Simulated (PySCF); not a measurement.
BrH2NZn, SMILES [Br][Zn][NH2].

Coordinates come from a B3LYP-D3(BJ)/def2-SVP optimisation. The values are those of a single conformer.

Level of theory: ωB97X/def2-TZVPD in PySCF.

The molecule is in vacuum.

Computed frontier levels, gap, dipole moment and polarisability:
```yaml
highest_occupied_level: -9.90 eV
lowest_empty_level: 0.70 eV
orbital_gap: 10.61 eV
dipole_moment: 2.20 D
quadrupole, principal values (traceless, Buckingham form, about the centre of nuclear charge): -7.77, 3.70, 4.07 D·Å
mean_static_polarisability: 55.6 bohr³ (8.25 Å³)
polarisability_principal_values: 45.1, 46.6, 75.2 bohr³
```
